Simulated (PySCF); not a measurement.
# Relaxation of singlet SeO₂F₂

These are results of PySCF, PBE0, basis Se def2-TZVP, O def2-TZVP, F def2-TZVP (no relativity, density fitting), not measurements. A (50,194) grid was used.

A hand-made tetrahedral start, of C2v symmetry, held to at least that symmetry:

```xyz
5
charge 0 multiplicity 1, angstrom
Se    0.0000    0.0000   -0.0613
O     0.0000    1.3391   -1.0081
O     0.0000   -1.3391   -1.0081
F     1.4698    0.0000    0.9778
F    -1.4698    0.0000    0.9778
```

At each step, columns x, y, z (Å) and Fx, Fy, Fz (eV/Å):

```
step 0  E − E(last) = 101.03 kJ/mol
Se   0.000   0.000  -0.061   0.000   0.000  -3.887
O    0.000   1.339  -1.008   0.000  -1.558   2.666
O    0.000  -1.339  -1.008   0.000   1.558   2.666
F    1.470   0.000   0.978  -2.290   0.000  -0.722
F   -1.470   0.000   0.978   2.290   0.000  -0.722
step 1  E − E(last) = 11.27 kJ/mol
Se   0.000   0.000  -0.175   0.000   0.000   0.937
O    0.000   1.366  -0.934   0.000   0.704   0.076
O    0.000  -1.366  -0.934   0.000  -0.704   0.076
F    1.316   0.000   0.960  -1.171   0.000  -0.544
F   -1.316   0.000   0.960   1.171   0.000  -0.544
step 2  E − E(last) = 1.87 kJ/mol
Se   0.000   0.000  -0.210   0.000   0.000  -0.881
O    0.000   1.424  -0.906   0.000  -0.686   0.213
O    0.000  -1.424  -0.906   0.000   0.686   0.213
F    1.215   0.000   0.950   0.401   0.000   0.227
F   -1.215   0.000   0.950  -0.401   0.000   0.227
step 3  E − E(last) = 0.03 kJ/mol
Se   0.000   0.000  -0.204   0.000   0.000   0.065
O    0.000   1.401  -0.913   0.000   0.107  -0.033
O    0.000  -1.401  -0.913   0.000  -0.107  -0.033
F    1.235   0.000   0.954   0.004   0.000   0.001
F   -1.235   0.000   0.954  -0.004   0.000   0.001
step 4  E − E(last) = 0.01 kJ/mol
Se   0.000   0.000  -0.205   0.000   0.000   0.013
O    0.000   1.405  -0.912   0.000  -0.033   0.018
O    0.000  -1.405  -0.912   0.000   0.033   0.018
F    1.236   0.000   0.954  -0.024   0.000  -0.025
F   -1.236   0.000   0.954   0.024   0.000  -0.025
step 5  E − E(last) = 0.00 kJ/mol
Se   0.000   0.000  -0.204   0.000   0.000  -0.034
O    0.000   1.404  -0.911   0.000  -0.006   0.004
O    0.000  -1.404  -0.911   0.000   0.006   0.004
F    1.236   0.000   0.952   0.007   0.000   0.013
F   -1.236   0.000   0.952  -0.007   0.000   0.013
step 6  E − E(last) = 0.00 kJ/mol
Se   0.000   0.000  -0.205   0.000   0.000   0.007
O    0.000   1.404  -0.912   0.000   0.004  -0.002
O    0.000  -1.404  -0.912   0.000  -0.004  -0.002
F    1.235   0.000   0.953   0.002   0.000  -0.001
F   -1.235   0.000   0.953  -0.002   0.000  -0.001
```

It ends at C2v with Se–F 1.693 Å (×2), Se–O 1.572 Å (×2); F–Se–F 93.8°, F–Se–O 107.9° (×4), O–Se–O 126.6° (after a last refinement on a finer grid). A frequency run shows a minimum. Other isomers or separated fragments may lie lower.
